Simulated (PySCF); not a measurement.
Al(All)(Cl)(OH) (C3H6AlClO), SMILES C=C[CH2][Al]([OH])[Cl].

The structure is a stationary point at B3LYP-D3(BJ)/def2-SVP. The values are those of a single conformer.

Vertical ionisation energy (IE) and electron affinity (EA) in eV. Rows of orbital energies are one-electron estimates. Where ΔSCF, EOM or ADC give a negative EA the extra electron is unbound and the value depends on the basis.

```
level                                          IE     EA
-------------------------------------------  ----  -----
−ε(HOMO), −ε(LUMO), ωB97X/def2-TZVP (PySCF)  9.29  -1.31
−ε(HOMO), −ε(LUMO), PBE/def2-TZVP (PySCF)       ?      ?
```

Complete the blanks. (An estimate is asked for; the answer gives what the named calculation found.)


- −ε(HOMO), −ε(LUMO), PBE/def2-TZVP (PySCF), IE: 5.93
- −ε(HOMO), −ε(LUMO), PBE/def2-TZVP (PySCF), EA: 1.52
